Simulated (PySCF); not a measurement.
C₄H₈, charge -1, doublet, at a GFN2-xTB geometry (a state made from the parent by changing its charge; the spin is typed, not shown lowest) (in this run its highest filled SCF level lies above zero, so its values depend strongly on the basis, on diffuse functions most of all); HF/pcseg-1 in PySCF.

Here is a job for PySCF.
```python
from pyscf import gto, scf

mol = gto.Mole()
mol.atom = '''
    C    -1.115689   -0.882317    0.119557
    C     0.009860    0.110196    0.258606
    C     1.337282   -0.477206   -0.146590
    C    -0.262485    1.471906   -0.178789
    H    -0.939839   -1.772208    0.744455
    H    -1.271399   -1.266159   -0.918015
    H    -2.063509   -0.438135    0.434229
    H     1.588043   -1.354726    0.470181
    H     2.138382    0.255812   -0.021675
    H     1.386618   -0.827185   -1.206409
    H     0.560477    2.179973   -0.005923
    H    -1.212579    1.887151    0.186453
'''
mol.basis = 'pcseg-1'
mol.charge = -1
mol.spin = 1
mol.verbose = 4
mol.build()

mf = scf.UHF(mol)
mf.kernel()
mf.analyze()
```

Output, abridged:

```
PySCF version 2.14.0

[INPUT] verbose = 4
[INPUT] num. atoms = 12
[INPUT] num. electrons = 33
[INPUT] charge = -1
[INPUT] spin (= nelec alpha-beta = 2S) = 1
[INPUT] symmetry False subgroup None
[INPUT] Mole.unit = angstrom
[INPUT] Symbol           X                Y                Z      unit          X                Y                Z       unit  Magmom
[...]
nuclear repulsion = 117.937235799811
number of shells = 28
number of NR pGTOs = 156
number of NR cGTOs = 96
basis = pcseg-1
ecp = {}

******** <class 'pyscf.scf.uhf.UHF'> ********
method = UHF
initial guess = minao
damping factor = 0
level_shift factor = 0
DIIS = <class 'pyscf.scf.diis.CDIIS'>
diis_start_cycle = 1
diis_space = 8
diis_damp = 0
SCF conv_tol = 1e-09
SCF conv_tol_grad = None
SCF max_cycles = 50
direct_scf = True
direct_scf_tol = 1e-13
number electrons alpha = 17  beta = 16
Set gradient conv threshold to 3.16228e-05
init E= -156.350842971557

cycle= 1 E= -155.904272027326  delta_E= 0.447  |g|= 0.272  |ddm|= 2.38
cycle= 2 E= -155.953170784367  delta_E= -0.0489  |g|= 0.105  |ddm|= 0.516
cycle= 3 E= -155.960350476048  delta_E= -0.00718  |g|= 0.0427  |ddm|= 0.227
cycle= 4 E= -155.961846316971  delta_E= -0.0015  |g|= 0.00897  |ddm|= 0.0888
cycle= 5 E= -155.962013674587  delta_E= -0.000167  |g|= 0.00425  |ddm|= 0.059
cycle= 6 E= -155.96205461448  delta_E= -4.09e-05  |g|= 0.002  |ddm|= 0.0323
cycle= 7 E= -155.962062089419  delta_E= -7.47e-06  |g|= 0.00074  |ddm|= 0.0136
cycle= 8 E= -155.962063405506  delta_E= -1.32e-06  |g|= 0.000301  |ddm|= 0.00519
cycle= 9 E= -155.962063622491  delta_E= -2.17e-07  |g|= 0.000148  |ddm|= 0.00173
cycle= 10 E= -155.962063683066  delta_E= -6.06e-08  |g|= 8.66e-05  |ddm|= 0.000742
cycle= 11 E= -155.962063711672  delta_E= -2.86e-08  |g|= 5.26e-05  |ddm|= 0.000456
cycle= 12 E= -155.962063726179  delta_E= -1.45e-08  |g|= 3.02e-05  |ddm|= 0.000356
cycle= 13 E= -155.962063731984  delta_E= -5.81e-09  |g|= 1.35e-05  |ddm|= 0.000302
cycle= 14 E= -155.962063732979  delta_E= -9.95e-10  |g|= 5.83e-06  |ddm|= 0.00014
Extra cycle  E= -155.962063733035  delta_E= -5.57e-11  |g|= 3.9e-06  |ddm|= 1.41e-05
converged SCF energy = -155.962063733035  <S^2> = 0.76653031  2S+1 = 2.0164626
**** SCF Summaries ****
Total Energy =                        -155.962063733034967
Nuclear Repulsion Energy =             117.937235799811191
One-electron Energy =                 -449.634590350762494
Two-electron Energy =                  175.735290817916336
[...]
spin_pop of  6 H 2pz       0.00003
spin_pop of  7 H 1s        0.00169
spin_pop of  7 H 2s       -0.00004
spin_pop of  7 H 2px       0.00002
spin_pop of  7 H 2py      -0.00002
spin_pop of  7 H 2pz       0.00001
spin_pop of  8 H 1s        0.00230
spin_pop of  8 H 2s        0.00008
spin_pop of  8 H 2px       0.00000
spin_pop of  8 H 2py      -0.00000
spin_pop of  8 H 2pz       0.00003
spin_pop of  9 H 1s        0.05278
spin_pop of  9 H 2s        0.00834
spin_pop of  9 H 2px       0.00007
spin_pop of  9 H 2py      -0.00001
spin_pop of  9 H 2pz      -0.00011
spin_pop of  10 H 1s       -0.01032
spin_pop of  10 H 2s        0.00030
spin_pop of  10 H 2px       0.00000
spin_pop of  10 H 2py       0.00001
spin_pop of  10 H 2pz       0.00036
spin_pop of  11 H 1s       -0.01032
spin_pop of  11 H 2s        0.00030
spin_pop of  11 H 2px       0.00012
spin_pop of  11 H 2py       0.00001
spin_pop of  11 H 2pz       0.00025
 ** Mulliken Spin Density (per atom)  **
spin density of  0 C =     -0.04003
spin density of  1 C =      0.53277
spin density of  2 C =     -0.04003
spin density of  3 C =      0.43632
spin density of  4 H =      0.00167
spin density of  5 H =      0.06107
spin density of  6 H =      0.00240
spin density of  7 H =      0.00167
spin density of  8 H =      0.00240
spin density of  9 H =      0.06107
spin density of  10 H =     -0.00965
spin density of  11 H =     -0.00965
 ** Mulliken pop alpha/beta on meta-lowdin orthogonal AOs **
 ** Mulliken pop       alpha | beta **
In total            17.00000 | 16.00000
 ** Mulliken atomic charges   ( Nelec_alpha | Nelec_beta ) **
charge of  0C =     -0.21977  (     3.08987      3.12990 )
charge of  1C =     -0.18566  (     3.35922      2.82644 )
charge of  2C =     -0.21977  (     3.08987      3.12990 )
charge of  3C =     -0.57154  (     3.50393      3.06761 )
charge of  4H =      0.03053  (     0.48557      0.48390 )
charge of  5H =      0.00474  (     0.52817      0.46710 )
charge of  6H =      0.05128  (     0.47556      0.47316 )
charge of  7H =      0.03053  (     0.48557      0.48390 )
charge of  8H =      0.05128  (     0.47556      0.47316 )
charge of  9H =      0.00474  (     0.52817      0.46710 )
charge of  10H =      0.01182  (     0.48926      0.49891 )
charge of  11H =      0.01182  (     0.48926      0.49891 )

WARN: System has nonzero charge -1; the dipole moment is origin-dependent.
Location of origin: [0. 0. 0.]

Dipole moment(X, Y, Z, Debye):  0.53840, -2.86483,  0.60160
```
